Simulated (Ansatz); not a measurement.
Molecule: AgCl (charge 0, triplet). The spin state was set by rule; other spins were not relaxed. SMILES of the parent species: [Ag][Cl]
Structure (B3LYP-D3(BJ)/def2-TZVP (Ansatz, a quantum-chemistry and plane-wave program) minimum search):
```xyz
2

Ag     0.0000     0.0000    -0.6711
Cl     0.0000     0.0000     1.8553
```
Charge 0, spin multiplicity 3.

Quantity: atomisation energy (electronic, to ground-state atoms), in kcal/mol. Correlated levels leave the core frozen unless marked. Open shells are spin-unrestricted. Spin-orbit coupling is left out. The frozen core is the preceding noble-gas configuration, with the filled d and f shells of earlier blocks. Past Kr the def2 sets carry scalar-relativistic core potentials. The coupled-cluster limit lacks core correlation, which all-electron functionals hold. CBS(X,Y): correlation extrapolated as X^-3; Hartree-Fock from the larger set.

| level | program | atomisation energy (kcal/mol) |
|---|---|---|
| HF/def2-QZVPP | Ansatz | -13.0 |

**Question.** Estimate the value at CCSD(T)/CBS(def2-TZVPPD,def2-QZVPPD) as computed with Ansatz.

**Answer.** -3.6 kcal/mol, so HF/def2-QZVPP differs from it by -9.4 kcal/mol.
